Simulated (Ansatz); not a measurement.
`FC(F)(F)c1ccc(-c2ccc(-c3ccc(-c4ccc(-c5ccc(-c6ccc(C(F)(F)F)cc6)cc5)cc4)cc3)cc2)cc1`. Total charge 0; singlet. Geometry PBE-D4/def2-SVP.

Cartesian coordinates in Å:
```
F 3.312 -8.049 -11.424
C 3.312 -6.702 -11.568
F 4.533 -6.339 -12.035
F 2.416 -6.403 -12.544
C 2.979 -5.992 -10.279
C 2.382 -6.679 -9.210
C 2.044 -5.994 -8.038
C 2.290 -4.609 -7.904
C 1.930 -3.885 -6.662
C 1.472 -2.549 -6.700
C 1.128 -1.867 -5.529
C 1.234 -2.487 -4.263
C 0.874 -1.763 -3.022
C 1.573 -1.987 -1.813
C 1.235 -1.302 -0.643
C 0.179 -0.363 -0.621
C -0.180 0.361 0.619
C -1.521 0.706 0.906
C -1.859 1.388 2.078
C -0.875 1.762 3.021
C -1.234 2.487 4.262
C -0.494 2.312 5.455
C -0.831 2.997 6.625
C -1.928 3.888 6.662
C -2.287 4.612 7.904
C -3.636 4.892 8.220
C -3.978 5.575 9.392
C -2.973 5.996 10.279
C -3.330 6.686 11.573
F -3.334 5.815 12.615
F -2.439 7.661 11.881
F -4.559 7.253 11.525
C -1.625 5.731 9.980
C -1.289 5.047 8.808
C -2.670 4.062 5.472
C -2.329 3.380 4.300
C 0.466 1.418 2.733
C 0.805 0.733 1.563
C -0.522 -0.141 -1.829
C -0.181 -0.822 -3.001
C 1.695 -3.822 -4.225
C 2.032 -4.506 -5.396
C 2.894 -3.934 -8.991
C 3.236 -4.613 -10.163
H 2.179 -7.756 -9.301
H 1.554 -6.540 -7.217
H 1.363 -2.040 -7.670
H 0.789 -0.823 -5.595
H 2.411 -2.700 -1.797
H 1.791 -1.513 0.283
H -2.319 0.399 0.213
H -2.918 1.604 2.285
H 0.341 1.596 5.475
H -0.254 2.809 7.543
H -4.434 4.546 7.546
H -5.032 5.782 9.626
H -0.835 6.078 10.662
H -0.229 4.872 8.570
H -3.507 4.776 5.454
H -2.905 3.572 3.383
H 1.265 1.726 3.424
H 1.863 0.515 1.355
H -1.339 0.596 -1.853
H -0.758 -0.635 -3.919
H 1.773 -4.342 -3.258
H 2.402 -5.540 -5.328
H 3.127 -2.862 -8.902
H 3.721 -4.076 -10.991
```

Single mean-field runs in def2-SVP, def2-TZVP are fitted with def2-universal-jkfit.

(1) Estimate the orbital energies around the gap (eV) in Ansatz with PBE-D4/def2-SVP, PBE-D4/def2-TZVP, r2SCAN-D4/def2-TZVP, PBE0-D4/def2-SVP, PBE0-D4/def2-TZVP.

## Answers

(1) 
| orbital | PBE-D4/def2-SVP | PBE-D4/def2-TZVP | r2SCAN-D4/def2-TZVP | PBE0-D4/def2-SVP | PBE0-D4/def2-TZVP |
| --- | --- | --- | --- | --- | --- |
| HOMO−9 | -6.87 | -6.94 | -7.16 | -7.99 | -8.00 |
| HOMO−8 | -6.74 | -6.81 | -7.02 | -7.83 | -7.83 |
| HOMO−7 | -6.73 | -6.81 | -7.01 | -7.82 | -7.83 |
| HOMO−6 | -6.59 | -6.66 | -6.86 | -7.66 | -7.67 |
| HOMO−5 | -6.59 | -6.65 | -6.85 | -7.65 | -7.66 |
| HOMO−4 | -6.54 | -6.60 | -6.80 | -7.60 | -7.61 |
| HOMO−3 | -6.50 | -6.56 | -6.76 | -7.56 | -7.57 |
| HOMO−2 | -6.36 | -6.43 | -6.62 | -7.39 | -7.39 |
| HOMO−1 | -5.84 | -5.90 | -6.05 | -6.76 | -6.76 |
| HOMO | -5.37 | -5.43 | -5.55 | -6.21 | -6.20 |
| LUMO | -2.67 | -2.77 | -2.69 | -2.02 | -2.08 |
| LUMO+1 | -2.35 | -2.47 | -2.37 | -1.65 | -1.72 |
| LUMO+2 | -1.81 | -1.93 | -1.80 | -1.03 | -1.10 |
| LUMO+3 | -1.63 | -1.77 | -1.63 | -0.79 | -0.90 |
| LUMO+4 | -1.62 | -1.76 | -1.62 | -0.78 | -0.88 |
| LUMO+5 | -1.53 | -1.66 | -1.51 | -0.67 | -0.78 |
